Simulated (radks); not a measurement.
Question: The table gives one normalised radial function P(r) = r R(r) of Sm in [Xe] 4f6 6s2 (r in bohr). Method: non-relativistic Kohn-Sham, exchange-only PBE, spin-polarised, spherical densities, point nucleus; open shells are filled with parallel spins first (spin-orbit coupling, left out, can overturn this in heavy ions); relativity is left out, which matters for an element this heavy; computed with a radial shooting solver on a logarithmic mesh with Libxc functionals.

r         P
0.001296   0.0328
0.001509   0.0377
0.001771   0.0435
0.002078   0.0500
0.002419   0.0570
0.002839   0.0651
0.003332   0.0739
0.003879   0.0830
0.004552   0.0931
0.005299   0.1030
0.006219   0.1134
0.007298   0.1232
0.008496   0.1314
0.00997    0.1379
0.0117     0.1410
0.01362    0.1396
0.01598    0.1320
0.01861    0.1174
0.02184    0.0928
0.02562    0.0579
0.02983    0.0150
0.03501   -0.0388
0.04075   -0.0950
0.04782   -0.1534
0.05612   -0.2020
0.06534   -0.2288
0.07667   -0.2253
0.08998   -0.1801
0.1047    -0.0961
0.1229     0.0275
0.1431     0.1585
0.1679     0.2775
0.1971     0.3368
0.2294     0.3064
0.2692     0.1719
0.3159    -0.0446
0.3678    -0.2713
0.4316    -0.4522
0.5025    -0.5001
0.5897    -0.3813
0.692     -0.1067
0.8056     0.2338
0.9453     0.5837
1.101      0.8301
1.291      0.9504
1.516      0.9215
1.764      0.7858
2.07       0.5853
2.43       0.3838
2.829      0.2277
3.319      0.1145
3.864      0.0517
4.535      0.0189
5.322      0.0056
6.195      0.0014
7.27       0.0003
8.532      0.0000
9.932      0.0000
11.66      0.0000
13.57      0.0000
15.92      0.0000

Which n and l does it have? It may be an empty orbital.

Answer: n = 5, l = 0: the number of nodes gives n - l - 1 = 4, the rise at small r (about r^(l+1)) gives l, and the extent must fit the shell. The curve is that of 5s down; the table hardly tells the two spins apart. 5s down: eigenvalue -35.536 eV, 4 radial nodes at r = 0.0313, 0.119, 0.307, 0.727 bohr, <r> = 1.52 bohr, 90 % of the charge inside 2.20 bohr.
